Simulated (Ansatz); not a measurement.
Reaction (cleavage of the Ga–Si bond): `[F][Ga]([F])[SiH3]` + HBr → `[F][Ga]([F])[Br]` + SiH₄

Computed with Ansatz on PBE0-D4/def2-TZVP structures; ΔE is electronic, products minus reactants. CCSD(T)/CBS is the MP2 limit (def2-TZVPP, def2-QZVPP) plus CCSD(T) − MP2 in def2-TZVPP, frozen cores. This one scheme is used for every species. DFT in def2-TZVPP. B3LYP here is the variant with VWN-RPA as its local correlation; programs differ in this. HSE06 is defined as in plane-wave codes. For Br, Ga outer-core shells are correlated without core-valence functions, which leaves a few kJ/mol of doubt a bond. Scalar relativity is left out up to krypton.

```csv
level,ΔE (kJ/mol),difference from CCSD(T)/CBS
PBE-D4,-61.8,14.1
revPBE-D4,-64.5,11.4
BLYP-D4,-66.5,9.4
r2SCAN-D4,-76.1,-0.2
B97M-V,-75.1,0.8
PBE0-D4,-71.0,4.9
B3LYP-D4,-73.0,2.9
r2SCAN0-D4,-80.7,-4.8
BHLYP-D4,-84.3,-8.4
CAM-B3LYP-D4,-75.2,0.7
ωB97X-V,-78.2,-2.3
ωB97M-V,-77.1,-1.2
B2PLYP,-80.6,-4.7
PBE-QIDH,-83.5,-7.6
PBE,-62.1,13.8
revPBE,-63.7,12.2
BLYP,-66.7,9.2
r2SCAN,-76.3,-0.4
PBE0,-71.3,4.6
B3LYP,-73.5,2.4
r2SCANh,-78.2,-2.3
r2SCAN0,-80.9,-5.0
HSE06,-71.9,4.0
BHLYP,-85.0,-9.1
CAM-B3LYP,-75.7,0.2
LC-ωPBE,-73.8,2.1
HF/def2-SVP,-100.8,-24.9
MP2/def2-SVP,-94.7,-18.8
CCSD(T)/def2-SVP,-86.8,-10.9
HF/def2-TZVPP,-105.4,-29.5
MP2/def2-TZVPP,-89.1,-13.2
SCS-MP2/def2-TZVPP,-90.2,-14.3
CCSD/def2-TZVPP,-83.8,-7.9
CCSD(T)/def2-TZVPP,-82.1,-6.2
HF/def2-QZVPP,-105.3,-29.4
MP2/def2-QZVPP,-85.5,-9.6
SCS-MP2/def2-QZVPP,-87.2,-11.3
HF/CBS(def2),-105.3,-29.4
MP2/CBS(def2),-82.8,-6.9
CCSD/CBS(def2),-77.5,-1.6
CCSD(T)/CBS,-75.9,0
```

Largest T1 diagnostic among the species: 0.015.

In def2-TZVPP, CCSD(T) changes the Hartree–Fock value by +23.3 kJ/mol (the triples alone add +1.6 kJ/mol) and MP2 by +16.3 kJ/mol. From BLYP to BHLYP (50 % exact exchange), in def2-TZVPP and without D4, ΔE moves by −18.2 kJ/mol. Leaving LDA and LC-ωPBE aside and taking each functional with its dispersion term where it has one, the values spread over 22.5 kJ/mol, from BHLYP-D4 to PBE-D4. LDA lies +4.9 kJ/mol from PBE without D4.
